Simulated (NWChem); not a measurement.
Species: SiH$_{2}$S$_{2}$, singlet; SMILES S[Si]S

```xyz
5

Si    -1.0092     0.0125     0.0000
S      0.3724     1.6678     0.0000
H      1.5637     1.0219     0.0000
S      0.4421    -1.5812     0.0000
H     -0.4667    -2.5831     0.0000
```
Atoms are numbered in this order, from 1.

Results from NWChem. Low-valent species are run as closed-shell singlets; no triplet was tried in these runs. The geometry was optimised at PBE0/def2-SVP. Total energies compare along this basis series because the functional is fixed.

```json
[
 {"level": "TPSS/pcseg-1", "basis functions": "64", "energy (Ha)": "-1087.1306", "highest occupied level (eV)": "-6.33", "orbital gap (eV)": "3.25", "dipole (D)": "1.29"},
 {"level": "TPSS/aug-pcseg-1", "basis functions": "99", "energy (Ha)": "-1087.1379", "highest occupied level (eV)": "-6.29", "orbital gap (eV)": "3.27", "dipole (D)": "1.02"},
 {"level": "TPSS/pcseg-2", "basis functions": "130", "energy (Ha)": "-1087.2309", "highest occupied level (eV)": "-6.27", "orbital gap (eV)": "3.26", "dipole (D)": "1.13"},
 {"level": "TPSS/STO-3G", "basis functions": "29", "energy (Ha)": "-1074.9479", "highest occupied level (eV)": "[?]", "orbital gap (eV)": "[?]", "dipole (D)": "[?]"},
 {"level": "TPSS/def2-SVP", "basis functions": "64", "energy (Ha)": "-1086.8364", "highest occupied level (eV)": "-6.17", "orbital gap (eV)": "3.33", "dipole (D)": "1.27"}
]
```

### Question
What belongs in the gaps?

### Answer

- TPSS/STO-3G, highest occupied level (eV): -2.45
- TPSS/STO-3G, orbital gap (eV): 3.76
- TPSS/STO-3G, dipole (D): 0.93
